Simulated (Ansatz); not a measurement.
A CCSD(T) single point on ClGaH₄SeSi (`[SiH3][Se][GaH][Cl]`).

```yaml
crystal:
  periodic: [false, false, false]
  atoms:
    - {symbol: Si, position_ang: [-1.466765, -0.293369, -0.524148]}
    - {symbol: Se, position_ang: [0.509958, 0.470236, -1.383635]}
    - {symbol: Ga, position_ang: [1.710236, 0.348391, 0.585455]}
    - {symbol: Cl, position_ang: [3.750556, 0.971309, 0.393901]}
    - {symbol: H, position_ang: [-1.305642, -0.591407, 0.921721]}
    - {symbol: H, position_ang: [-1.865561, -1.524585, -1.248323]}
    - {symbol: H, position_ang: [-2.508869, 0.745687, -0.708685]}
    - {symbol: H, position_ang: [1.176088, -0.126251, 1.963713]}
basis:
  gaussian: {orbitals: def2-SVP}
correlation: {method: ccsd_t}
```

```sh
$ ansatz run in.yaml --threads 2 --pin off --events-out ev --progress --plain --max-ram 32768MiB --backend cuda --devices 0, --max-vram 18GiB
```

The program prints (abridged):

```
Functional definition: HF
1159 factors; integrals over basis functions are off by at most 1.1e-3 eV
mean field evaluation 1: about -138047.0869 eV, gradient 1.9e1 eV
mean field evaluation 2: about -138047.0896 eV, gradient 1.9e1 eV
mean field evaluation 4: about -138048.6044 eV, gradient 2.8e0 eV
mean field evaluation 8: about -138048.6316 eV, gradient 1.2e-4 eV
mean field -138048.63161686 eV, -5073.1936391961 hartree, gradient 1.7e-6 eV, S^2 0.000000; 0 other end points of the search recorded, 0 dependent functions left out
28 core orbitals not correlated: weight in the atoms' cores, before any rotation towards them, 1.000 or more for the frozen orbitals, at most 0.000 for the correlated occupied ones
reference -138048.63161686 eV, -5073.1936391961 hartree; 22, 22 occupied and 70, 70 virtual orbitals, 1159 factors
second order -18.41461905 eV of doubles, -0.00000000 eV of singles
cycle   1  -18.54525724 eV  change   -1.3e-1 eV  update   1.1e-1
cycle   2  -19.14166184 eV  change   -6.0e-1 eV  update   3.2e-2
cycle   3  -19.22013526 eV  change   -7.8e-2 eV  update   1.5e-2
cycle   4  -19.20834984 eV  change    1.2e-2 eV  update   3.9e-3
cycle   5  -19.20777680 eV  change    5.7e-4 eV  update   1.4e-3
cycle   6  -19.20763609 eV  change    1.4e-4 eV  update   5.1e-4
cycle   7  -19.20733524 eV  change    3.0e-4 eV  update   1.6e-4
cycle   8  -19.20741128 eV  change   -7.6e-5 eV  update   6.3e-5
cycle   9  -19.20744300 eV  change   -3.2e-5 eV  update   2.1e-5
perturbative correction -0.55107157 eV, -0.0202515065 hartree
Total energy: -138068.39013142 eV, -5073.9197512138 hartree
```

It took 11 s on 2 threads of an AMD EPYC 7R13 on a shared host and a share of an NVIDIA H100 80 GB, with 0.77 GiB of host memory at the peak.

Correlation energy per correlated electron: -0.449 eV. T1 diagnostic: 0.0109.
